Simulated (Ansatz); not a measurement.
`[SH][Al]([Cl])[Cl]` + NH₃ → `[NH2][Al]([SH])[Cl]` + HCl at 400 K and 1 bar (ligand exchange at the Al–Cl bond).

Calculated with Ansatz (gas phase, PBE0-D4/def2-TZVP geometries, no zero-point term in ΔE). CCSD(T)/CBS is the MP2 limit (def2-TZVPP, def2-QZVPP) plus CCSD(T) − MP2 in def2-TZVPP, frozen cores. This one scheme is used for every species. Each species was taken in one conformer, which may not be the lowest.

| species | CCSD(T)/CBS energy (Eh) | H − E (kJ/mol) | S (J/(mol·K)) |
| --- | --- | --- | --- |
| `[SH][Al]([Cl])[Cl]` | -1560.13922 | 61.0 | 363.9 |
| NH₃ | -56.50880 | 104.2 | 203.1 |
| `[NH2][Al]([SH])[Cl]` | -1156.24062 | 127.6 | 372.0 |
| HCl | -460.38127 | 29.6 | 195.4 |

H − E and S are ideal-gas, rigid-rotor, harmonic terms from PBE0-D4/def2-TZVP, for one conformer and one mirror image of each species. 1 Eh = 2625.50 kJ/mol, R = 8.31446 J/(mol·K).

Q: By hand: ΔE, ΔH, ΔS and ΔG.

A: ΔE = (-1156.24062) + (-460.38127) − (-1560.13922) − (-56.50880) = 0.02613 Eh = 68.6 kJ/mol. Δ(H − E) = 127.6 + 29.6 − 61.0 − 104.2 = -8.0, so ΔH = 60.6 kJ/mol. ΔS = 372.0 + 195.4 − 363.9 − 203.1 = 0.4 J/(mol·K). ΔG = 60.6 − 400 × (0.4)/1000 = 60.4 kJ/mol.

Q: By hand: the equilibrium constant, and the temperature at which ΔG would vanish if ΔH and ΔS stayed fixed.

A: log₁₀ K = −ΔG/(RT ln 10) = -7.9. ΔG = 0 at ΔH/ΔS = 151500 K, far beyond where these terms or the molecules hold.

The number of gas molecules stays the same, so ΔS is small and ΔH decides. A doubt of 5 kJ/mol in ΔE shifts log₁₀ K by 0.7 here. Other conformers and mirror images would add mixing entropy, several J/(mol·K) or more a flexible species. These are equilibria of isolated gas molecules and say nothing of rates. Largest T1 diagnostic: 0.010 (customary marks: 0.02 for closed shells, 0.045 for open ones).
